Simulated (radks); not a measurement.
Fractional charge and spin in the 5p shell of promethium: the spin-up occupation runs from 2 to 3 and the spin-down occupation from 2 to 3; the fullest corner is Pm2+, [Kr] 4d10 4f(up 2.5, down 2.5) 5s2 5p(up 3, down 3). Calculated with a radial shooting solver on a logarithmic mesh with Libxc functionals: scalar-relativistic Kohn-Sham, BLYP, spin-polarised, spherical densities, point nucleus. Energy (eV) above the fullest corner. The planes named below are the two flat planes that join the four corners, with an edge along up + down = one added electron.

down \ up       2    2.25     2.5    2.75       3
2          95.670  80.920  66.958  53.777  41.368
2.25       80.920  67.012  53.882  41.522  29.922
2.5        66.958  53.882  41.573  30.022  19.219
2.75       53.777  41.522  30.022  19.267   9.249
3          41.368  29.922  19.219   9.249   0.000

Corners above the fullest one (they belong to Pm3+ and the next ion): (up 3, down 2) 41.368 eV, (up 2, down 3) 41.368 eV, (up 2, down 2) 95.670 eV. With half an added electron in each spin the energy lies 0.205 eV from the planes, and with half an added electron in spin up alone -1.561 eV. The planes are only a guide here: the flat-plane condition holds for ground states with one frontier orbital, while this shell lies below other occupied shells, so the corners above the fullest one are inner-hole states and not the ground states of those ions.
